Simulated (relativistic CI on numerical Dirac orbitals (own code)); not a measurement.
**Lu²⁰⁺: q coefficients and field-shift factors**

Computed by Dirac-Coulomb-Breit CI, separate exchange-only KLI orbitals for each configuration, derivatives by finite differences, unscaled Slater integrals, QED left out (own radial code, finite nucleus).

Configuration list (outside the closed core [Ar] 3d10 4p6 4d10): 4s2 4f5, 4s2 4f4 5s, 4s2 4f3 5s2, 4s 4f4 5s2. Levels of other configurations are missing.

With x = (α/α₀)² − 1 an excitation energy changes as ω = ω₀ + qx; K = 2q/ω₀ is the relative enhancement. Terms are leading LS components, so labels can repeat. The field-shift factor is F = δν/δ⟨r²⟩ for the transition from the lowest level.

Lowest level 4s2 4f5 6H°_5/2.

| Level | ω₀ (cm⁻¹) | q (cm⁻¹) | F (GHz/fm²) |
| --- | --- | --- | --- |
| 4s2 4f5 6H°_7/2 | 5715.4 | 8019 | 0.313 |
| 4s2 4f5 6H°_9/2 | 11560.4 | 14630 | 0.582 |
| 4s2 4f5 6H°_11/2 | 17199.6 | 19520 | 0.796 |
| 4s2 4f5 6F°_1/2 | 19408.4 | 9687 | 0.481 |
| 4s2 4f5 6F°_3/2 | 19481.6 | 7809 | 0.422 |
| 4s2 4f5 6F°_5/2 | 20508.0 | 6040 | 0.376 |
| 4s2 4f5 6H°_13/2 | 22491.3 | 22810 | 0.955 |
| 4s2 4f5 6F°_7/2 | 25290.0 | 13460 | 0.661 |
| 4s2 4f5 6H°_15/2 | 27187.1 | 23780 | 1.03 |
| 4s2 4f5 6F°_9/2 | 31120.2 | 20050 | 0.93 |
| 4s2 4f5 6F°_11/2 | 37154.3 | 25280 | 1.16 |
| 4s2 4f5 4G°_5/2 | 40782.7 | 5954 | 0.567 |
| 4s2 4f5 4M°_15/2 | 44102.1 | 3349 | 0.503 |
| 4s2 4f5 4F°_3/2 | 45254.8 | 10850 | 0.757 |
| 4s2 4f5 4I°_9/2 | 50193.9 | 10130 | 0.786 |
| 4s2 4f5 4L°_13/2 | 50696.9 | 7695 | 0.701 |
| 4s2 4f5 4K°_11/2 | 50699.1 | 9417 | 0.757 |
| 4s2 4f5 4G°_7/2 | 50791.7 | 15230 | 0.955 |
| 4s2 4f5 4M°_17/2 | 53398.1 | 13770 | 0.925 |
| 4s2 4f5 4P°_5/2 | 56621.6 | 7325 | 0.734 |
| 4s2 4f5 4K°_15/2 | 58644.4 | 19850 | 1.17 |
| 4s2 4f5 4M°_19/2 | 59912.4 | 19400 | 1.17 |
| 4s2 4f5 4G°_9/2 | 60300.5 | 19410 | 1.17 |

At this charge energies of transitions that change n are usually good to better than 1 %, and those within a shell (Δn = 0) to a few per cent. Terms inside the open d or f shell come out 10 to 20 % too wide with unscaled integrals.

Q: Which transition from the lowest level has the largest |K|?

A: 4s2 4f5 6H°_7/2 at 5715.4 cm⁻¹, K = 2.81.
